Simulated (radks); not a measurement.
All-electron atom: Ne2+ in [He] 2s2 2p4 (the NIST ground configuration).

Method: Dirac Kohn-Sham, PBEsol, spin-unpolarised, spherical densities, finite nucleus; open shells are shared between the two j in proportion to 2j + 1; Fermi nuclear charge, rms radius 3.0055 fm; computed with a radial shooting solver on a logarithmic mesh with Libxc functionals.

Energy parts (hartree):
| part | energy |
|---|---|
| total | -126.26254 |
| kinetic | 126.28252 |
| electron-nucleus | -292.90395 |
| Hartree | 51.13656 |
| exchange-correlation | -10.77768 |

Orbitals (lengths in bohr, moments of r in powers of bohr; <r^-3> diverges for s and p1/2; r(max) is where P^2 peaks):
\begin{tabular}{lrrrrrrr}
orbital & occ. & eigenvalue (hartree) & <r> & r(max) & <r^2> & <r^-3> & small-component weight \\ \hline
1s1/2 & 2 & -32.29796 & 0.1581 & 0.1028 & 0.03373 & - & 1.23e-03 \\
2s1/2 & 2 & -2.86148 & 0.8304 & 0.6607 & 0.8251 & - & 1.61e-04 \\
2p1/2 & 1.33333 & -2.01333 & 0.8106 & 0.5812 & 0.8313 & - & 1.45e-04 \\
2p3/2 & 2.66667 & -2.00836 & 0.8122 & 0.5824 & 0.8344 & 14.51 & 1.45e-04 \\
\end{tabular}

The highest occupied level is 2p3/2 at -54.650 eV. Summed over all electrons, <r^2> = 5.051 bohr^2, which gives a Langevin (diamagnetic) susceptibility term of -4 x 10^-6 cm^3/mol. The electron density at the nucleus is 649.9 e/bohr^3. The density falls to 0.001 e/bohr^3 at r = 2.38 bohr.
